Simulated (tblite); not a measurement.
Species: C4H3N2O3 (doublet state).
Z-matrix (Å and degrees, GFN2-xTB geometry), rows numbered from 1:
```
C 
O   1  1.3339
C   2  1.3151  1  120.02
N   3  1.3286  2  125.78  1    -0.02
O   4  1.3562  3  104.34  2   179.99
C   5  1.3404  4  107.26  3     0.04
C   6  1.4699  5  122.76  4  -179.84
O   7  1.1983  6  125.11  5    -0.10
N   6  1.3041  5  112.34  4    -0.06
H   1  1.0727  2  120.77  3     0.01
H   1  1.0710  2  114.51  3   179.81
H   7  1.1031  6  111.23  5   179.78
```

Computed with GFN2-xTB (tblite): harmonic, unscaled wavenumbers at the GFN2-xTB geometry, gas phase. The method is semi-empirical: single wavenumbers can be off by several per cent or more. One conformer, not necessarily the lowest. Open shells enter through the occupations alone, without spin polarisation, and single modes of such species can be off by tens of per cent.

Harmonic wavenumbers (cm⁻¹): 74.3, 131.6, 138.6, 229.3, 239.3, 298.0, 397.7, 412.6, 454.5, 578.7, 632.1, 683.7, 701.1, 741.7, 914.5, 1009.9, 1032.6, 1044.5, 1127.0, 1201.6, 1229.7, 1305.6, 1324.9, 1333.6, 1456.1, 1535.4, 1748.9, 2828.1, 3131.8, 3204.2.

A = 7457, B = 929.1, C = 826.2 MHz; mass 127.014 u (most abundant isotopes); point group Cs, symmetry number 1; spin multiplicity 2.

Question: Zero-point energy?

Answer: ½Σν̃ = 15571 cm⁻¹ = 44.52 kcal/mol.

Question: Entropy at 500 K, 1 bar (ideal gas, RRHO, classical rotation)?

Answer: Translation 43.03, rotation 29.96, vibration 34.61, spin (R ln 2) 1.38: S = 109.0 cal/(mol K).

Question: And Cp and H(500 K) − H(0)?

Answer: Cp = 42.25 cal/(mol K), of which vibrations give 34.30 (their classical limit is 30 R = 59.6); H(500 K) − H(0) = 13.13 kcal/mol without the zero-point energy, 9.16 from vibrations.

Question: Which modes carry the vibrational entropy at 500 K?

Answer: 74.3 cm⁻¹: 5.06; 131.6 cm⁻¹: 3.93; 138.6 cm⁻¹: 3.83; 229.3 cm⁻¹: 2.85; 239.3 cm⁻¹: 2.77; 298.0 cm⁻¹: 2.35 cal/(mol K); the other 24 give 13.83 together.

Question: How do the functions run with temperature in this model?

Answer: 
```json
{"T (K)": "100", "S (cal/(mol K))": "66.3", "Cp (cal/(mol K))": "15.5", "H − H(0) (kcal/mol)": "1.10", "G − H(0) (kcal/mol)": "-5.53", "ln q(vib)": "0.82"}
{"T (K)": "200", "S (cal/(mol K))": "79.5", "Cp (cal/(mol K))": "23.4", "H − H(0) (kcal/mol)": "3.06", "G − H(0) (kcal/mol)": "-12.85", "ln q(vib)": "2.57"}
{"T (K)": "300", "S (cal/(mol K))": "90.4", "Cp (cal/(mol K))": "30.7", "H − H(0) (kcal/mol)": "5.77", "G − H(0) (kcal/mol)": "-21.36", "ln q(vib)": "4.44"}
{"T (K)": "800", "S (cal/(mol K))": "131.3", "Cp (cal/(mol K))": "52.2", "H − H(0) (kcal/mol)": "27.48", "G − H(0) (kcal/mol)": "-77.53", "ln q(vib)": "13.47"}
{"T (K)": "1000", "S (cal/(mol K))": "143.4", "Cp (cal/(mol K))": "56.0", "H − H(0) (kcal/mol)": "38.33", "G − H(0) (kcal/mol)": "-105.02", "ln q(vib)": "16.66"}
```

q(vib) and H(0) count from the zero-point level.

Hindered rotation and anharmonicity are outside this model. Other conformers, if any are populated, would add a mixing term that is left out.
